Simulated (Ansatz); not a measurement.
Basis-set extrapolation for C2H8AlClSi, SMILES `C[CH2][Al]([SiH3])[Cl]` (PBE0-D4/def2-TZVP geometry, frozen core, Ansatz 0.2.0). Multiplicity 1, RHF reference.

```
                       def2-TZVPP    def2-QZVPP
                 HF  -1070.878418  -1070.910688
    MP2 correlation     -0.743923     -0.800889
CCSD(T) correlation     -0.847540       not run
```

Energies in hartree. Use E(X) = E(∞) + A·exp(−7.88·√X) for Hartree–Fock and E(X) = E(∞) + B·X^(−2.97) for correlation, with X = 3 and 4, and add CCSD(T) minus MP2 of the smaller set to the MP2 limit.

Question: What is the CCSD(T) energy at the basis-set limit?

Answer: HF limit: -1070.910688 + (-0.032270) × 0.13774 = -1070.91513. MP2 limit: -0.800889 + (-0.056966) × 0.74074 = -0.84309. Higher-order term: -0.847540 − (-0.743923) = -0.10362. Total: -1071.86184 hartree, 356.8 kJ/mol below CCSD(T)/def2-TZVPP.
